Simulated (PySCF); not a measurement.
# Broadened absorption spectrum of CH8N3PSi

CH8N3PSi.
SMILES: `C=N[Si](N)(N)P`

Level of theory: TDDFT wB97X-D/def2-SVPD, vertical, gas phase, core orbitals frozen in the response in PySCF. One conformer (not necessarily the lowest) at the GFN2-xTB geometry, without solvent, vibrations or thermal averaging. Torsions of this conformer, `[CH2:1]=[N:2][Si:3]([NH2:4])([NH2:5])[PH2:6]`: C1–N2–Si3–N4 111°, H–N4–Si3–N2 -82°, H–N4–Si3–N2 53°, H–N5–Si3–N2 -176°, H–N5–Si3–N2 -41°, H–P6–Si3–N2 -63°, H–P6–Si3–N2 -156°.

Computed states:

| state | E (eV) | f |
| --- | --- | --- |
| S1 | 4.18 | 0.0003 |
| S2 | 6.23 | 0.0067 |
| S3 | 6.37 | 0.0098 |
| S4 | 6.60 | 0.035 |
| S5 | 6.83 | 0.066 |
| S6 | 7.02 | 0.021 |
| S7 | 7.18 | 0.022 |
| S8 | 7.26 | 0.019 |

Each state is given a Gaussian of 0.25 eV full width at half maximum, with ε(max) = 2.175×10⁸ f / Δν̃ (Δν̃ the width in cm⁻¹). The width is an assumption, not a result. The curve ends short of the highest state used, and states not computed would add to its high-energy end.

Task: What does the envelope look like, and where are its maxima?

Result: 
```
E (eV)  ε (L mol⁻¹ cm⁻¹)
  3.81                 0
  3.90                 1
  4.00                 8
  4.10                26
  4.20                34
  4.30                19
  4.40                 4
  4.49                 1
  4.59                 0
  4.69                 0
  4.79                 0
  4.89                 0
  4.99                 0
  5.08                 0
  5.18                 0
  5.28                 0
  5.38                 0
  5.48                 0
  5.58                 0
  5.67                 0
  5.77                 0
  5.87                 2
  5.97                35
  6.07               245
  6.17               800
  6.26              1360
  6.36              1671
  6.46              2290
  6.56              3928
  6.66              5319
```

Maxima: 297 nm (4.18 eV), ε about 35, made up of S1 (100%) (ε in L mol⁻¹ cm⁻¹; maxima over ε = 5, shares over 10%). At its high-energy end, 6.66 eV, the curve is still rising (ε about 5300, from S4 and S5).

Task: On this curve, what absorbance would a 10⁻³ mol/L sample give at 193 nm over a 1 cm path?

Result: 193 nm is 6.424 eV, where ε is about 1900 L mol⁻¹ cm⁻¹, so A = ε c l ≈ 1.9 (Beer–Lambert, with the gas-phase spectrum and the assumed width).

Task: Coming from long wavelengths, where does ε first pass 100 L mol⁻¹ cm⁻¹?

Result: At about 206 nm (6.02 eV), 1.84 eV above S1.

Task: What would ε be at 4.18 eV, the highest of these maxima, with half the width (0.125 eV)?

Result: About 69 L mol⁻¹ cm⁻¹ against 34.5, a factor of about 2.00; a lone state at its own centre would give exactly 2.
